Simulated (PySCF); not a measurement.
## Vibration and rotation of SbN

PBE0 constants of SbN, ¹Σ⁺ (singlet), closed shell (Sb cc-pVTZ-PP with ECP28, N cc-pVTZ; scalar-relativistic core potentials (PySCF 2.14); masses 120.9038 and 14.0031 u):

- ωe: 976.2 cm⁻¹
- ωexe: 3.37 cm⁻¹
- Be: 0.41005 cm⁻¹
- αe: 0.00205 cm⁻¹
- D (centrifugal): 2.89e-07 cm⁻¹
- De to Sb + N: 3.09 eV

Task: Estimate the standard entropy (1 bar) and heat capacity of the ideal gas at 298.15 K, rigid rotor with B0 and harmonic oscillator at the fundamental.

Result: Translation (Sackur–Tetrode, M = 134.91 u): 170.0 J/(mol K). Rotation: q = kT/(σB0) = 507 with σ = 1, 60.1. Vibration: x = hcν0/kT = 4.68, 0.44. S° = 230.6 J/(mol K); Cp = 7R/2 + 1.72 = 30.8 J/(mol K).

These are scalar-relativistic numbers at best; spin–orbit coupling would shift them, the dissociation energy most.
